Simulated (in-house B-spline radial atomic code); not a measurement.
Total energies of neutral atoms against the large-Z expansion E = -0.768745 Z^(7/3) + Z²/2 - 0.269900 Z^(5/3) hartree (Thomas-Fermi, Scott, and Dirac-Schwinger terms). The Hartree-Fock values are computed with a radial B-spline atomic code at the basis-set limit: non-relativistic, point nucleus, average of the ground configuration.

```
atom  Thomas-Fermi  three terms  Hartree-Fock  three terms less HF
  Ge      -2499.19     -2074.24             ?                    ?
  As      -2685.23     -2232.36             ?                    ?
  Se      -2878.94     -2397.25     -2399.843                 2.59
  Br      -3080.40     -2568.98     -2572.441                 3.46
  Kr      -3289.69     -2747.62     -2752.055                 4.43
  Rb      -3506.87     -2933.25     -2938.357                 5.10
  Sr      -3732.02     -3125.95     -3131.546                 5.60
  Zr      -4206.51     -3532.78     -3538.969                 6.18
  Nb      -4455.99     -3747.07     -3753.491                 6.42
```

(1) What is the Hartree-Fock energy of Ge?

(2) What is the Hartree-Fock energy of As?

(3) How good is each level?

Results:

(1) -2075.340 hartree; the three-term formula lies 1.10 hartree (0.05 %) above it.

(2) -2234.172 hartree; the three-term formula lies 1.81 hartree (0.08 %) above it.

(3) Over these atoms Thomas-Fermi alone overbinds by 18.7 to 20.4 %, and the three-term formula is within 0.18 %; what remains oscillates with the shell structure.
